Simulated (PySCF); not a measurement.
Choosing a molecule for a target property.

All species are isolated and taken at one optimised geometry, non-relativistic unless stated; the electronic structure was computed with PySCF and density fitting.

The conformers computed, where there is a choice (atom-mapped SMILES and torsion angles):
- `[CH3:1][O:2][CH2:3][C:4]1=[CH:5][C@@:6]2([SiH3:7])[CH:8]=[CH:9][C@@H:10]12`: C1–O2–C3–C4 -179°, O2–C3–C4–C5 125°
- `[CH3:1][NH:2][C@H:3]([SiH3:4])[SiH2:5]/[CH:6]=[CH:7]\[CH2:8][F:9]`: C1–N2–C3–Si4 -74°, N2–C3–Si5–C6 63°, C3–Si5–C6–C7 92°, C6–C7–C8–F9 150°
- `[F:1][CH2:2][C:3]1([O:4][CH2:5][SiH3:6])[CH2:7][SiH2:8][CH2:9]1`: F1–C2–C3–O4 78°, C2–C3–O4–C5 -61°, C3–O4–C5–Si6 -161°

The conformers of `N[SiH2][SiH2][C@@H]1CCC[C@@H]1F`, `CCO[Si](O)(O)[C@H]1CCN1` and `CNC[Si@@H]1CC[Si@H](S)N1` aren't listed.

Problem. Wanted: HOMO energy between -7 eV and -6.7 eV (PBE0/pcSseg-1) and HOMO–LUMO gap below 7.1 eV (PBE0/pcSseg-1), at GFN2-xTB geometries. Which candidate meets both?
A. `N[SiH2][SiH2][C@@H]1CCC[C@@H]1F`
B. `FCC1(OC[SiH3])C[SiH2]C1`
C. `COCC1=C[C@@]2([SiH3])C=C[C@@H]12`
D. `CN[C@H]([SiH3])[SiH2]/C=C\CF`
E. `CCO[Si](O)(O)[C@H]1CCN1`
F. `CNC[Si@@H]1CC[Si@H](S)N1`

Solution. C. Computed values:
```
                         species  HOMO energy  HOMO–LUMO gap
         FCC1(OC[SiH3])C[SiH2]C1     -7.31 eV        7.57 eV
 N[SiH2][SiH2][C@@H]1CCC[C@@H]1F     -7.10 eV        6.96 eV
COCC1=C[C@@]2([SiH3])C=C[C@@H]12     -6.86 eV        6.50 eV
        CNC[Si@@H]1CC[Si@H](S)N1     -6.51 eV        7.18 eV
    CN[C@H]([SiH3])[SiH2]/C=C\CF     -6.24 eV        5.56 eV
         CCO[Si](O)(O)[C@H]1CCN1     -5.92 eV        6.82 eV
```
